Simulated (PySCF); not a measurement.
# Broadened absorption spectrum of C6H5NO2

C6H5NO2.
Atom-mapped SMILES: `[CH3:1][C:2]1=[CH:3][O:4][C:5](=[O:6])[C@@H:7]1[C:8]#[N:9]` (hydrogens: H10, H11, H12 on C1; H13 on C3; H14 on C7)

Geometry (PBE0-D3(BJ)/def2-SVP, Å), atoms numbered from 1 in this order:
```xyz
14
C6H5NO2 angstrom
C      1.9386   -0.2405   -0.4299
C      0.7267    0.4687    0.0490
C      0.6254    1.5385    0.8418
O     -0.6628    1.9393    1.1102
C     -1.5317    1.0937    0.4931
O     -2.7105    1.1808    0.5775
C     -0.6880    0.0825   -0.3108
C     -1.0326   -1.3033   -0.0287
N     -1.2633   -2.4166    0.1832
H      2.8510    0.2159   -0.0225
H      1.9180   -1.3005   -0.1276
H      2.0051   -0.2197   -1.5302
H      1.3990    2.1421    1.3141
H     -0.8981    0.2696   -1.3821
```

Computed with TDDFT wB97X-D/def2-SVPD, vertical, gas phase, core orbitals frozen in the response in PySCF 2.14.0, density-fitted response routines.

Broadening: Gaussians 0.25 eV wide at half height, area fixed by f = 4.319×10⁻⁹ ∫ε dν̃. The cross-section is σ = 3.8235×10⁻²¹ ε cm², given in Mb (10⁻¹⁸ cm²). The width is an assumption, not a result. The curve ends short of the highest state used, and states not computed would add to its high-energy end.

```csv
λ (nm),σ (Mb)
179.5,24.28
180.5,15.85
181.6,8.75
182.7,4.26
183.7,2.00
184.8,0.77
185.9,0.27
186.9,0.09
188.0,0.03
189.1,0.01
190.1,0.00
191.2,0.00
192.3,0.00
193.3,0.00
194.4,0.00
195.5,0.00
196.6,0.00
197.6,0.00
198.7,0.00
199.8,0.00
200.8,0.00
201.9,0.00
203.0,0.01
204.0,0.03
205.1,0.08
206.2,0.20
207.2,0.46
208.3,1.02
209.4,2.08
210.4,3.68
211.5,6.34
212.6,10.06
213.6,14.30
214.7,19.59
215.8,25.01
216.8,29.44
217.9,33.15
219.0,35.15
220.0,35.27
221.1,33.62
222.2,30.41
223.2,26.56
224.3,21.84
225.4,17.10
226.4,13.13
227.5,9.38
228.6,6.38
229.6,4.32
230.7,2.68
231.8,1.59
232.8,0.95
233.9,0.51
235.0,0.27
236.0,0.14
237.1,0.07
238.2,0.03
```

(1) Locate the maxima and give the states behind the curve.

(2) On this curve, what absorbance would a 10⁻⁴ mol/L sample give at 222 nm over a 1 cm path?

(3) Coming from long wavelengths, where does ε first pass 100 L mol⁻¹ cm⁻¹?

## Answers

(1) 220 nm (5.65 eV), ε about 9300, made up of S1 (36%) and S2 (64%) (ε in L mol⁻¹ cm⁻¹; maxima over ε = 5, shares over 10%). At its high-energy end, 6.91 eV, the curve is still rising (ε about 6500, from S3 and S4). The states used: S1 5.58 eV (f 0.038); S2 5.68 eV (f 0.058); S3 6.96 eV (f 0.021); S4 7.04 eV (f 0.088); S5 7.45 eV (f 0.019); S6 7.51 eV (f 0.031).

(2) 222 nm is 5.585 eV, where ε is about 8100 L mol⁻¹ cm⁻¹, so A = ε c l ≈ 0.81 (Beer–Lambert, with the gas-phase spectrum and the assumed width).

(3) At about 234 nm (5.29 eV), 0.29 eV below S1.
